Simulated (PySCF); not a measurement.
Computed shifts of a molecule CH₈ClFSi₃, PBE0/pcSseg-1 (PySCF), GIAO, gas phase, atoms alike by connectivity averaged where their shifts nearly agree, in ppm (number of nuclei): ¹³C: 2.1 (1). ²⁹Si: 23.7 (1), 6.0 (1), -108.0 (1). ¹⁹F: -265.1 (1). ¹H: 6.22 (1), 5.70 (1), 3.93 (3), 1.09 (3). References: ¹³C against TMS (σ = 186.3 ppm); ²⁹Si against TMS (σ = 352.7 ppm); ³⁵Cl against HCl (σ = 945.9 ppm); ¹⁹F against CFCl3 (σ = 167.2 ppm); ¹H against TMS (σ = 31.56 ppm), references at their B3LYP-D3(BJ)/def2-TZVP geometries, non-relativistic (without spin–orbit terms, shifts of atoms bonded to Cl or Br come out too high). Geometry: B3LYP-D3(BJ)/def2-SVP. The values are those of a single conformer.

Task: Which molecule gave these data?
A. FC[Si]([SiH3])([SiH3])Cl
B. C[Si@](F)(Cl)[SiH2][SiH3]
C. C[SiH2][Si@@H](F)[SiH2]Cl
D. C[Si@H](Cl)[Si@@H](F)[SiH3]

Result: D, C[Si@H](Cl)[Si@@H](F)[SiH3]
